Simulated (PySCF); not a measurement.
Compound: TMS, C4H12Si.
SMILES: `C[Si](C)(C)C`

Method used: HCTH407/6-31G in PySCF (dipole) on a GFN2-xTB geometry, gas phase.

Masses are those of the commonest isotopes; rigid-rotor values at the optimised geometry. 

Give the principal moments of inertia and the rotational constants in cm⁻¹.

Ia = 167.53, Ib = 167.76, Ic = 167.83 u·Å²; 505379 MHz·u·Å²/I gives 3017, 3012 and 3011 MHz, that is A = 0.10063, B = 0.10049, C = 0.10045 cm⁻¹.

Classify the top.

A spherical top, as the point group Td requires three equal moments; the computed ones differ by 0.18 % because the geometry is symmetric only within the optimiser's tolerance.

The point group Td allows no dipole (computed: 0.00 D), so a rigid rotor has no electric-dipole lines.

Estimate the classical rotational partition function at 10 K, 100 K and 200 K.

Point group Td, symmetry number σ = 12; q = (√π/σ)·√((kT/h)³/(ABC)), k/h = 20836.6 MHz/K: 84.9 at 10 K, 2690 at 100 K, 7600 at 200 K.

No frequency check. Constants of a rigid frame at the computed geometry: no zero-point averaging, no centrifugal distortion.
